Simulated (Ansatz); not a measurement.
A nudged elastic band was laid between two geometries of CH$_{5}$FSeZn (9 atoms, charge 0, multiplicity 1).

Level of theory: Ansatz, RKS revPBE-D4/def2-SVP.

```yaml
movable_images: 7
climbing_image: yes
spring: 5.0 eV/Å²
optimiser: quadratic models (default)
start_path: through a guess of the saddle point
force_threshold: 0.05 eV/Å
iteration_limit: 60
end_points: relaxed
```

Image 0:

```xyz
9
Properties=species:S:1:pos:R:3
Zn 0.696 -0.277 0.084
F 1.865 0.250 1.381
C -0.151 -1.020 -1.498
H 0.429 0.977 2.222
Se -1.057 1.170 2.018
H -0.896 -1.787 -1.203
H -0.684 -0.224 -2.057
H 0.591 -1.490 -2.176
H -0.792 2.400 1.228
```

Image 8:

```xyz
9
Properties=species:S:1:pos:R:3
Zn -0.349 -0.004 0.190
F 1.687 0.238 1.281
C -0.181 -1.018 -1.475
H 1.084 0.683 1.910
Se -1.048 1.252 2.125
H -0.754 -1.967 -1.417
H -0.570 -0.438 -2.338
H 0.884 -1.262 -1.667
H -0.753 2.515 1.392
```

(1) Which bonds break or form, and what moves?

(2) What energy profile does the band end with?

(3) What is the geometry of the highest image?

The band took 8 iterations and about 5 core-minutes.

## Answers

(1) Bonds broken: H4–Se5. Bonds formed: F2–H4. CH5FSeZn becomes CH4SeZn + FH.

(2) The forces met the threshold. The highest image is number 2 of 0 to 8, 0.027 eV above the first end and 0.340 eV above the last; the last end lies 0.313 eV below the first. A vibrational analysis at the climbing image gives 2 clearly imaginary modes (169i, 51i cm⁻¹): a point of higher order, so a lower path passes nearby. The orbitals stay closed-shell, which can raise the energy where a bond breaks towards radicals; this wasn't checked here.

```
image  path coordinate (Å)  energy (eV)  H4–Se5 (Å)  F2–H4 (Å)
    0                 0.00        0.000        1.51       1.82
    1                 0.27        0.007        1.54       1.67
    2                 0.54        0.027        1.61       1.43
    3                 0.76       -0.029        1.77       1.20
    4                 0.99       -0.165        1.95       1.05
    5                 1.21       -0.249        2.08       1.00
    6                 1.43       -0.290        2.15       0.99
    7                 1.65       -0.309        2.20       0.98
    8                 1.87       -0.313        2.22       0.98
```

(3) 
```xyz
9
Properties=species:S:1:pos:R:3:forces:R:3
Zn 0.387 -0.184 0.152 0.02 0.00 0.01
F 1.721 0.314 1.421 -0.01 0.00 -0.01
C -0.159 -1.037 -1.516 -0.03 0.01 0.01
H 0.616 0.909 2.105 -0.01 -0.01 -0.01
Se -0.975 1.185 2.082 0.00 0.01 0.02
H -0.872 -1.860 -1.309 0.00 -0.01 0.00
H -0.666 -0.303 -2.175 0.00 0.00 -0.01
H 0.713 -1.454 -2.057 0.03 -0.01 -0.01
H -0.767 2.430 1.297 0.00 0.00 0.00
```

Time of the run: 2.4 min on 2 threads of Arm Neoverse V1 (shared host), peak memory 0.17 GiB.
